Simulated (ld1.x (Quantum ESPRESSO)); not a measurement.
## Plane-wave convergence, ultrasoft potential for Cu

| Item | Value |
| --- | --- |
| Element | Cu |
| Generator | ld1.x (Quantum ESPRESSO) 7.5 |
| Type | ultrasoft |
| Functional | LDA (PZ) |
| Relativity | fully relativistic |
| Frozen core | [Ne] |
| Valence charge | 19 |
| Reference configuration | 3s2 3p6 3d10 4s1 4p0 |
| Partial waves | 3s (bound): rcut 0.95, rcutus 1.10 bohr; 4s (bound): rcut 0.95, rcutus 1.10 bohr; 3p (bound): rcut 1.15, rcutus 1.55 bohr; 4p (bound, empty): rcut 1.15, rcutus 1.55 bohr; 3d (bound): rcut 0.80, rcutus 0.85 bohr; 3d channel at 2.05 Ry: rcut 0.80, rcutus 0.85 bohr |
| Local potential | all-electron potential smoothed inside 1.35 bohr (lloc = -2) |
| Core correction | a·sin(br)/r model core, default radius (core density twice the valence density) |
| Augmentation charge | PSQ, inside the norm-conserving radii |

Open shells are filled in proportion to 2j + 1 (rel_dist='average').

The pseudo-atom Hamiltonian at the reference potential is diagonalised in spherical Bessel functions j_l(qr) that vanish at 20 bohr, with q² up to the cutoff. All-electron valence levels (Ry): 3s -8.3877, 4s -0.3576, 3p1/2 -5.4212, 4p1/2 -0.0598, 3p3/2 -5.2305, 4p3/2 -0.0568, 3d3/2 -0.4035, 3d5/2 -0.3835.

Q: How do the lowest levels (Ry) of each channel move with the cutoff, and are there ghosts?

A:

```json
{"cutoff (Ry)": "8", "s #1": "-6.6851", "s #2": "-0.2220", "s #3": "0.0241", "p1/2 #1": "-4.4769", "p1/2 #2": "-0.0133", "p3/2 #1": "-4.2863", "p3/2 #2": "-0.0128", "d3/2 #1": "0.0657", "d5/2 #1": "0.0657", "f #1": "0.1137", "f #2": "0.2438", "Σ f·Δε (mRy)": "13765.5"}
{"cutoff (Ry)": "25", "s #1": "-8.2865", "s #2": "-0.3236", "s #3": "0.0143", "p1/2 #1": "-5.4075", "p1/2 #2": "-0.0308", "p3/2 #1": "-5.2168", "p3/2 #2": "-0.0301", "d3/2 #1": "0.0655", "d5/2 #1": "0.0655", "f #1": "0.1137", "f #2": "0.2438", "Σ f·Δε (mRy)": "4875.9"}
{"cutoff (Ry)": "50", "s #1": "-8.3869", "s #2": "-0.3505", "s #3": "0.0120", "p1/2 #1": "-5.4206", "p1/2 #2": "-0.0551", "p3/2 #1": "-5.2299", "p3/2 #2": "-0.0525", "d3/2 #1": "0.0645", "d5/2 #1": "0.0646", "f #1": "0.1137", "f #2": "0.2438", "Σ f·Δε (mRy)": "4560.6"}
{"cutoff (Ry)": "100", "s #1": "-8.3877", "s #2": "-0.3552", "s #3": "0.0116", "p1/2 #1": "-5.4210", "p1/2 #2": "-0.0590", "p3/2 #1": "-5.2303", "p3/2 #2": "-0.0560", "d3/2 #1": "-0.3228", "d5/2 #1": "-0.3043", "f #1": "0.1137", "f #2": "0.2438", "Σ f·Δε (mRy)": "789.6"}
{"cutoff (Ry)": "180", "s #1": "-8.3877", "s #2": "-0.3552", "s #3": "0.0116", "p1/2 #1": "-5.4211", "p1/2 #2": "-0.0590", "p3/2 #1": "-5.2303", "p3/2 #2": "-0.0560", "d3/2 #1": "-0.4012", "d5/2 #1": "-0.3813", "f #1": "0.1137", "f #2": "0.2438", "Σ f·Δε (mRy)": "13.5"}
{"cutoff (Ry)": "400", "s #1": "-8.3877", "s #2": "-0.3552", "s #3": "0.0116", "p1/2 #1": "-5.4211", "p1/2 #2": "-0.0590", "p3/2 #1": "-5.2303", "p3/2 #2": "-0.0560", "d3/2 #1": "-0.4026", "d5/2 #1": "-0.3826", "f #1": "0.1137", "f #2": "0.2438", "Σ f·Δε (mRy)": "0.0"}
```

Result: no extra level below or beside the all-electron valence levels (s, p1/2, p3/2, d3/2, d5/2, f tested); 10 mRy is reached at 200 Ry and 1 mRy at over 300 Ry.

Test run stopped at test 2 of 7 (negative rho).
